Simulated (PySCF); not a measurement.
# Relaxation of doublet IrSF2

Method: PySCF, UPBE0, basis Ir def2-SVP with ECP60, S def2-SVP, F def2-SVP (scalar-relativistic core potentials, no spin–orbit coupling, density fitting). A (50,194) grid was used.

A start displaced from a saddle point along its imaginary mode, of Cs symmetry, held to at least that symmetry:

```xyz
4
charge 0 multiplicity 2, angstrom
Ir    0.0451   -0.0821    0.0226
S    -1.7701    0.1988   -0.8868
F     0.6840    0.2497    1.7821
F     1.8369    0.2500   -0.5191
```

Optimiser trace:
```csv
step,E − E(last) (kJ/mol),largest gradient (Eh/bohr)
0,57.51,0.01863
1,51.31,0.00861
2,48.74,0.00943
3,47.39,0.00815
4,45.77,0.00950
5,42.90,0.01429
6,37.64,0.01957
7,29.43,0.02261
8,20.27,0.02109
9,3.67,0.01598
10,0.51,0.00522
11,0.05,0.00221
12,0.03,0.00080
13,0.00,0.00012
14,0.00,0.00002
```

It ends at C2v with Ir–F 1.850 Å (×2), Ir–S 2.036 Å; F–Ir–F 129.4°, F–Ir–S 115.3° (×2). The frequency run here used a shortcut that can spoil soft modes, so no verdict on minimum or saddle point is given. Other isomers or separated fragments may lie lower.

Final geometry:
```xyz
4
charge 0 multiplicity 2, angstrom
Ir    0.1192    0.0017    0.0597
S    -1.7012   -0.0241   -0.8523
F     0.0761    0.0115    1.9095
F     1.5749    0.0119   -1.0824
```

With open d or f shells other occupations or spin states may lie lower. At this level a quartet minimum of C2v symmetry lies 13 kJ/mol below this structure. With an element this heavy the missing spin–orbit coupling can shift these numbers.
